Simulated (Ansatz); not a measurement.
Isolated molecules relaxed with PBE0-D4/def2-TZVP in Ansatz; ΔE leaves out vibrations. CBS: MP2 limit from def2 TZ/QZ plus the TZ coupled-cluster correction, frozen cores. This one scheme is used for every species. One conformer a species, not always the lowest.

`[CH3][Al]([CH3])[C]#N` + `FCSS` → `CSSCF` + `[CH3][AlH][C]#N`  (substitution at a C–Al bond)

```json
{"species": "`[CH3][Al]([CH3])[C]#N`", "CCSD(T)/CBS(def2) energy (Eh)": "-414.50733"}
{"species": "`FCSS`", "CCSD(T)/CBS(def2) energy (Eh)": "-935.18707"}
{"species": "`CSSCF`", "CCSD(T)/CBS(def2) energy (Eh)": "-974.45000"}
{"species": "`[CH3][AlH][C]#N`", "CCSD(T)/CBS(def2) energy (Eh)": "-375.22756"}
```

Work out ΔE.

ΔE = (-974.45000) + (-375.22756) − (-414.50733) − (-935.18707) = 0.01684 Eh = +10.6 kcal/mol.

Largest T1 diagnostic among the species: 0.012.

The D4 term adds −0.8 kcal/mol with B3LYP and −0.4 kcal/mol with PBE0; it sums over pairs of atoms, weighted by their polarisabilities, and B3LYP, whose exchange is more repulsive, gets the larger term.

B3LYP here is the variant with VWN-RPA as its local correlation; programs differ in this.
